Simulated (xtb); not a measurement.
xtb job for Al(Cl)(H)(OSiH3) (AlClH₄OSi), SMILES [SiH3][O][AlH][Cl], GFN2-xTB. 

```
$ xtb mol.xyz --gfn 2 --sp --chrg 0 --uhf 0 --json
$ cat mol.xyz
8

Al     0.63338306     0.17336611     0.80533889
Cl    -0.84162203     0.26715004     2.18493099
H      2.09341204     0.34300723     1.15598007
O      0.33565976    -0.09707476    -0.81503192
Si     0.08682468    -0.36246327    -2.41451796
H      0.75585876     0.73206956    -3.11699571
H     -1.36079200    -0.35420529    -2.62166846
H      0.68429213    -1.66509797    -2.70704147
```

It prints:

```
[banner left out]
          |                Calculation Setup                |
           -------------------------------------------------



           -------------------------------------------------
          |                 G F N 2 - x T B                 |
           -------------------------------------------------

        Reference                      10.1021/acs.jctc.8b01176
      * Hamiltonian:
        H0-scaling (s, p, d)           1.850000    2.230000    2.230000
        zeta-weighting                 0.500000
      * Dispersion:
        s8                             2.700000
        a1                             0.520000
        a2                             5.000000
        s9                             5.000000
      * Repulsion:
        kExp                           1.500000    1.000000
        rExp                           1.000000
      * Coulomb:
        alpha                          2.000000
        third order                    shell-resolved
        anisotropic                    true
        a3                             3.000000
        a5                             4.000000
        cn-shift                       1.200000
        cn-exp                         4.000000
        max-rad                        5.000000


          ...................................................
          :                      SETUP                      :
          :.................................................:
          :  # basis functions                  38          :
          :  # atomic orbitals                  35          :
          :  # shells                           15          :
          :  # electrons                        24          :
          :  max. iterations                   250          :
          :  Hamiltonian                  GFN2-xTB          :
          :  restarted?                      false          :
          :  GBSA solvation                  false          :
          :  PC potential                    false          :
          :  electronic temp.          300.0000000     K    :
          :  accuracy                    1.0000000          :
          :  -> integral cutoff          0.2500000E+02      :
          :  -> integral neglect         0.1000000E-07      :
          :  -> SCF convergence          0.1000000E-05 Eh   :
          :  -> wf. convergence          0.1000000E-03 e    :
          :  Broyden damping             0.4000000          :
          :  net charge                          0          :
          :  unpaired electrons                  0          :
          ...................................................

 iter      E             dE          RMSdq      gap      omega  full diag
   1    -13.6073059 -0.136073E+02  0.206E+01    5.30       0.0  T
   2    -13.7184079 -0.111102E+00  0.118E+01    5.10       1.0  T
   3    -13.7194378 -0.102991E-02  0.394E+00    4.34       1.0  T
   4    -13.7309114 -0.114736E-01  0.143E+00    4.75       1.0  T
   5    -13.7319681 -0.105667E-02  0.741E-01    4.85       1.0  T
   6    -13.7320442 -0.761730E-04  0.220E-01    4.83       1.0  T
   7    -13.7320808 -0.365379E-04  0.832E-02    4.89       1.0  T
   8    -13.7320987 -0.178869E-04  0.347E-02    4.88       1.0  T
   9    -13.7320989 -0.277511E-06  0.174E-02    4.88       2.0  T
  10    -13.7320990 -0.727585E-07  0.104E-02    4.88       3.4  T
  11    -13.7320992 -0.172845E-06  0.699E-03    4.88       5.1  T
  12    -13.7320993 -0.117962E-06  0.340E-03    4.88      10.4  T
  13    -13.7320993 -0.262218E-08  0.124E-03    4.88      28.6  T
  14    -13.7320993 -0.266149E-08  0.394E-04    4.88      89.6  T
  15    -13.7320993 -0.195582E-09  0.113E-04    4.88     313.3  T

   *** convergence criteria satisfied after 15 iterations ***

         #    Occupation            Energy/Eh            Energy/eV
      -------------------------------------------------------------
         1        2.0000           -1.0487283             -28.5373
       ...           ...                  ...                  ...
         6        2.0000           -0.4892330             -13.3127
         7        2.0000           -0.4705790             -12.8051
         8        2.0000           -0.4484319             -12.2025
         9        2.0000           -0.4477808             -12.1847
        10        2.0000           -0.4288855             -11.6706
        11        2.0000           -0.4236007             -11.5268
        12        2.0000           -0.4214593             -11.4685 (HOMO)
        13                         -0.2421230              -6.5885 (LUMO)
        14                         -0.1826944              -4.9714
        15                         -0.1791229              -4.8742
        16                         -0.1725908              -4.6964
        17                         -0.1639467              -4.4612
       ...                                ...                  ...
        35                          1.1817256              32.1564
      -------------------------------------------------------------
                  HL-Gap            0.1793363 Eh            4.8800 eV
             Fermi-level           -0.3317912 Eh           -9.0285 eV

 SCC (total)                   0 d,  0 h,  0 min,  0.006 sec
 SCC setup                      ...        0 min,  0.000 sec (  1.093%)
 Dispersion                     ...        0 min,  0.000 sec (  0.546%)
 classical contributions        ...        0 min,  0.000 sec (  0.221%)
 integral evaluation            ...        0 min,  0.001 sec ( 13.248%)
 iterations                     ...        0 min,  0.004 sec ( 61.661%)
 molecular gradient             ...        0 min,  0.001 sec ( 22.242%)
 printout                       ...        0 min,  0.000 sec (  0.867%)

         :::::::::::::::::::::::::::::::::::::::::::::::::::::
         ::                     SUMMARY                     ::
         :::::::::::::::::::::::::::::::::::::::::::::::::::::
         :: total energy             -13.656998626526 Eh    ::
         :: gradient norm              0.000056691251 Eh/a0 ::
         :: HOMO-LUMO gap              4.879987755400 eV    ::
         ::.................................................::
         :: SCC energy               -13.732095709551 Eh    ::
         :: -> isotropic ES            0.068616875415 Eh    ::
         :: -> anisotropic ES          0.004023229081 Eh    ::
         :: -> anisotropic XC         -0.005276624892 Eh    ::
         :: -> dispersion             -0.004703862286 Eh    ::
         :: repulsion energy           0.075097083025 Eh    ::
         :: add. restraining           0.000000000000 Eh    ::
         :: total charge              -0.000000000000 e     ::
         :::::::::::::::::::::::::::::::::::::::::::::::::::::

           -------------------------------------------------
          |                Property Printout                |
           -------------------------------------------------

    * Orbital Energies and Occupations

         #    Occupation            Energy/Eh            Energy/eV
      -------------------------------------------------------------
         1        2.0000           -1.0487283             -28.5373
         2        2.0000           -0.7542904             -20.5253
         3        2.0000           -0.6400797             -17.4175
         4        2.0000           -0.5270467             -14.3417
         5        2.0000           -0.4898113             -13.3284
         6        2.0000           -0.4892330             -13.3127
         7        2.0000           -0.4705790             -12.8051
         8        2.0000           -0.4484319             -12.2025
         9        2.0000           -0.4477808             -12.1847
        10        2.0000           -0.4288855             -11.6706
        11        2.0000           -0.4236007             -11.5268
        12        2.0000           -0.4214593             -11.4685 (HOMO)
        13                         -0.2421230              -6.5885 (LUMO)
        14                         -0.1826944              -4.9714
        15                         -0.1791229              -4.8742
        16                         -0.1725908              -4.6964
        17                         -0.1639467              -4.4612
        18                         -0.0980763              -2.6688
        19                         -0.0952082              -2.5907
        20                         -0.0676816              -1.8417
        21                         -0.0342399              -0.9317
        22                          0.0059458               0.1618
        23                          0.0161648               0.4399
       ...                                ...                  ...
        35                          1.1817256              32.1564
      -------------------------------------------------------------
                  HL-Gap            0.1793363 Eh            4.8800 eV
             Fermi-level           -0.3317912 Eh           -9.0285 eV

     #   Z          covCN         q      C6AA      α(0)
     1  13 Al       2.451     0.402    96.439    20.303
     2  17 Cl       0.769    -0.148   103.622    15.571
     3   1 H        0.887    -0.094     5.373     3.628
     4   8 O        1.504    -0.434    21.647     6.274
     5  14 Si       3.585     0.524    97.743    19.003
     6   1 H        0.919    -0.084     5.045     3.513
     7   1 H        0.919    -0.080     4.913     3.466
     8   1 H        0.919    -0.085     5.061     3.519

 Mol. C6AA /au·bohr⁶  :       1852.376066
 Mol. C8AA /au·bohr⁸  :      86615.571443
 Mol. α(0) /au        :         75.277143


Wiberg/Mayer (AO) data.
largest (>0.10) Wiberg bond orders for each atom

 ---------------------------------------------------------------------------
     #   Z sym  total        # sym  WBO       # sym  WBO       # sym  WBO
 ---------------------------------------------------------------------------
     1  13 Al   3.638 --     2 Cl   1.371     4 O    1.302     3 H    0.891
     2  17 Cl   1.471 --     1 Al   1.371
     3   1 H    0.991 --     1 Al   0.891
     4   8 O    2.431 --     1 Al   1.302     5 Si   0.991
     5  14 Si   3.765 --     4 O    0.991     7 H    0.896     6 H    0.894
                             8 H    0.894
     6   1 H    0.992 --     5 Si   0.894
     7   1 H    0.994 --     5 Si   0.896
     8   1 H    0.992 --     5 Si   0.894
 ---------------------------------------------------------------------------

Topologies differ in total number of bonds
Writing topology from bond orders to xtbtopo.mol

molecular dipole:
                 x           y           z       tot (Debye)
 q only:        0.132      -0.080      -0.602
   full:        0.145      -0.048      -0.392       1.070
molecular quadrupole (traceless):
                xx          xy          yy          xz          yz          zz
 q only:       -2.214       0.102      -0.063       1.767       0.493       2.278
  q+dip:        0.371       0.161       0.960       1.406      -0.259      -1.332
   full:       -3.260      -0.313       4.009       1.811      -0.606      -0.749


           -------------------------------------------------
          | TOTAL ENERGY              -13.656998626526 Eh   |
          | GRADIENT NORM               0.000056691251 Eh/α |
          | HOMO-LUMO GAP               4.879987755400 eV   |
           -------------------------------------------------

------------------------------------------------------------------------
------------------------------------------------------------------------
 total:
Note: The following floating-point exceptions are signalling: IEEE_UNDERFLOW_FLAG IEEE_DENORMAL
normal termination of xtb
 SCF:
```

The run converged.

Cost: around 0.020 core-seconds (rough).
